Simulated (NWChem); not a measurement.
SiH2Br2; SMILES Br[SiH2]Br

This build's default masses of Se (78.918 u) and Br (79.917 u) are each other's, which moves their modes by up to 0.6 %.

Problem. Give the equilibrium geometry at PBE0/def2-SVP (NWChem) as an XYZ file, with the point group.

Solution. point group C2v; any orientation.
```
5

Si     0.0000     0.0000    -0.9947
Br    -1.8256     0.0000     0.2612
Br     1.8256     0.0000     0.2612
H      0.0000     1.2326    -1.8216
H      0.0000    -1.2326    -1.8216
```
